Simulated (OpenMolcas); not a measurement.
# What dynamic correlation does to the levels of In

| Item | Value |
| --- | --- |
| Program | OpenMolcas 26.06 |
| Basis | ANO-RCC-VQZP [8s7p5d3f2g] |
| Scalar Hamiltonian | DKH2, point nucleus |
| Active space | 3 electrons in 8 orbitals (5s 5p 6s 6p) |
| State averaging | 2S+1 = 4 odd, 1 root (0 in the spin-orbit step); 2S+1 = 2 odd, 3 roots; 2S+1 = 4 even, 3 roots; 2S+1 = 2 even, 5 roots (0 in the spin-orbit step) |
| Spin-orbit coupling | state interaction with AMFI integrals over the reference wave functions, term energies averaged over their components |

Methods on the same reference wave functions:
A. CASSCF
B. SS-CASPT2, IPEA 0.25 Eh, imaginary shift 0.1 Eh (closed shells correlated: 4d)
C. XMS-CASPT2, IPEA 0.25 Eh, imaginary shift 0.1 Eh (closed shells correlated: 4d)

Energies in cm-1 above 5s2 5p 2P* 1/2, the measured ground level; measured values from NIST Handbook of Basic Atomic Spectroscopic Data.

```tsv
Level	A	B	C	Measured
5s2 5p 2P* 1/2	0.0	0.0	0.0	0.0
5s2 5p 2P* 3/2	1683	1683	1683	2213
5s 5p2 4P 1/2	28532	34050	34110	34978
5s 5p2 4P 3/2	29295	34810	34870	36021
5s 5p2 4P 5/2	30567	36080	36150	37452
```

Deviations, from unrounded energies. A percentage is the sum of absolute deviations over the sum of measured energies, with the sign that they share, or ± where signs differ.

| Against measurement | Levels | A | B | C |
| --- | --- | --- | --- | --- |
| mean absolute deviation (cm-1) | 4 | 5100 | 1000 | 960 |
| fine structure of the ground term (%) | 1 | -23.9 | -23.9 | -23.9 |
| other configurations (%) | 3 | -18.5 | -3.2 | -3.1 |

B, C lie about equally close to measurement and A furthest from it. The largest miss of C in the table is 5s 5p2 4P 5/2, by -1300 cm-1. The ranking rests on the paired levels alone, and a cruder setting can come out closer through cancelling errors.

Between B and C the level of the table that moves most is 5s 5p2 4P 1/2, by 63 cm-1 (lowest in B, highest in C). Moves below CASPT2's spread within the term are not significant.

The lowest spin-free term lies below A's lowest term by 0.459 hartree in B, 0.461 hartree in C.

CASPT2 breaks the degeneracy within a term, and the mean is taken; among the terms shown or strongly mixed into the levels shown the widest spread is 26 cm-1 (5s 5p2 4P, B). Some high roots are left out of the spin-orbit mixing, which shifts the levels that they would mix with. Active for correlation alone: 6p 6s; no level in the range computed is led by a configuration that fills them, so any true level of that kind is missing. Terms of s pⁿ other than that of highest spin mix with s² pⁿ⁻² d, which this space lacks; all of them can be thousands of cm-1 off, and some have no real level of that name. Without dynamic correlation excited terms often stand tens of per cent too high (terms of higher spin than the ground term too low), and those without a measured partner can miss by more than the paired ones (holds for A). Computed and measured levels are paired by configuration, term and J; levels that our copy of the source lacks, or whose pairing is in doubt (as where it misses far off the trend of its configuration), stay unpaired and out of the deviations. Levels of configurations outside the active space are missing.

* marks odd parity.
